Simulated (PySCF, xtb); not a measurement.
2,2-dichloroethyl(fluoro)silane (C2H5Cl2FSi), SMILES C(C(Cl)Cl)[SiH2]F.

GFN2-xTB in xtb at its own geometry gives an orbital gap of 5.82 eV and a dipole moment of 1.11 D.

Geometry optimised at ωB97X-D3(BJ)/def2-SVP. The values are those of a single conformer.

Question: What does PySCF with PBE0/def2-TZVP give? (An estimate is asked for; the answer gives what the named calculation found.)

Answer: gap 8.31 eV (levels -8.81 and -0.50 eV), dipole 0.53 D.
